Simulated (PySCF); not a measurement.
# Predicted spectroscopic data

[PySCF 2.14: σ from GIAO-PBE0/pcSseg-1; GFN2-xTB structure; one conformer; fast rotation and ring inversion assumed for equivalent nuclei; no solvent model; no relativistic terms]

Referencing at the same level of theory: TMS for $^{1}$H and $^{13}$C. Splittings of carbon signals by F and P are missing where no couplings were computed. Where no couplings were computed, multiplicities follow the n + 1 count of equivalent neighbours, and m marks all less simple cases (inequivalent or close neighbours, rings, F or P nearby). Shifts are as computed. Against solution values, carbons near 30 ppm lie about +3 ppm off and those near 130 ppm about +5 ppm; carbons on Cl a further +6 ppm. Of 1211 compounds with measured shifts, 218 miss one by over three times the rms of a fit or turn the order of signals round; such compounds aren't used in these exercises. Carbons bonded to Cl come out too deshielded. OH and NH positions are gas-phase values without hydrogen bonding to other molecules.

**1.** SMILES O=[P@](C)(O)C1CC1, C$_{4}$H$_{9}$O$_{2}$P. $^{1}$H NMR (600 MHz, computed): δ 1.85 (br s, 1H), 1.38 (m, 3H), 0.80 (m, 1H), 0.78 (m, 1H), 0.76 (m, 1H), 0.61 (m, 1H), 0.59 (m, 1H). $^{13}$C{$^{1}$H} NMR (computed): δ 20.0 (CH3), 14.8 (CH), 4.3 (CH2), 2.9 (CH2).

**2.** `C=C/C(CC)=N/N=C\C(F)(F)F`, C$_{7}$H$_{9}$F$_{3}$N$_{2}$. $^{1}$H NMR (600 MHz, computed): δ 6.60 (m, 1H), 6.13 (m, 1H), 5.79 (m, 1H), 5.70 (m, 1H), 2.29 (q, 2H), 1.28 (t, 3H). $^{13}$C{$^{1}$H} NMR (computed): δ 143.7 (CH), 136.0 (C), 128.8 (C), 124.4 (CH2), 111.5 (CH), 25.5 (CH2), 14.9 (CH3).

**3.** 1-chloro-2,4-difluorobenzene (SMILES Fc1ccc(Cl)c(F)c1). $^{1}$H NMR (600 MHz, computed): δ 7.66 (m, 1H), 7.20 (m, 1H), 7.12 (m, 1H). $^{13}$C{$^{1}$H} NMR (computed): δ 171.4 (C), 168.9 (C), 137.9 (CH), 128.0 (C), 117.4 (CH), 111.2 (CH).
